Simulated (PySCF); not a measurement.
**[Dy(OH)4]− at several levels of theory**

Computed with PySCF 2.14.0 (density fitting, no spin-orbit coupling) at the geometry relaxed with r2SCAN:

```xyz
9
[Dy(OH)4]− (singlet in the valence; each metal's 4f electrons, 9 of them, lie in its core potential, out of spins and levels)
Dy    0.0000    0.0000    0.0000
O     1.3435    1.0814    1.2249
H     1.9199    1.6053    1.7790
O    -1.3435   -1.0814    1.2249
H    -1.9199   -1.6053    1.7790
O     1.0814   -1.3435   -1.2249
H     1.6053   -1.9199   -1.7790
O    -1.0814    1.3435   -1.2249
H    -1.6053    1.9199   -1.7790
```

```
 level                                                 basis    state  HOMO (eV)  gap (eV)  charge on Dy1 (e)  population of f-type functions on Dy1 (polarisation alone where 4f lies in the core)  dipole about the centre of mass (D)  largest force component (eV/Å)
r2SCAN     Dy lcecp-1-SVP with ECP55, O def2-SVP, H def2-SVP  singlet      -0.99      5.18               0.75                                                                                  0.08                                 0.00                            0.02
    HF                                              the same  singlet      -6.68     12.75               1.40                                                                                  0.08                                 0.00                            0.98
 wB97X                                              the same  singlet      -4.81     10.59               0.78                                                                                  0.09                                 0.00                            0.17
   PBE                                              the same  singlet      -0.61      4.25               0.51                                                                                  0.08                                 0.00                            0.26
r2SCAN  Dy lcecp-1-TZVP with ECP55, O def2-TZVP, H def2-TZVP  singlet      -1.44      5.37               1.51                                                                                  0.08                                 0.00                            0.22
```

In the lcecp rows the 4f levels are missing from HOMO and gap, and the state counts the valence alone.

Charges are Mulliken's, which hang on the basis. The relaxation used the grid (50, 194), these runs (75, 302) or, all-electron (x2c bases, spin-free X2C Hamiltonian), (99, 590).

**Question.** What does revPBE with Dy lcecp-1-SVP with ECP55, O def2-SVP, H def2-SVP give here?

**Answer.** state singlet, HOMO (eV) -0.55, gap (eV) 4.23, charge on Dy1 (e) 0.56, population of f-type functions on Dy1 (polarisation alone where 4f lies in the core) 0.08, dipole about the centre of mass (D) 0.00, largest force component (eV/Å) 0.27. Time: 6.6 s on 2 threads of Arm Neoverse V1, on a shared host, from an already converged density.

In the first row's basis the gap widens with exact exchange: 4.2 to 5.2 eV for revPBE, PBE, r2SCAN (none); 10.6 to 12.8 eV for wB97X, Hartree–Fock (rising or full at long range).

No frequency check is given that shows the relaxed geometry to be a minimum. An lcecp potential fixes the number of 4f electrons, so in runs with it no electron can move into or out of that shell.
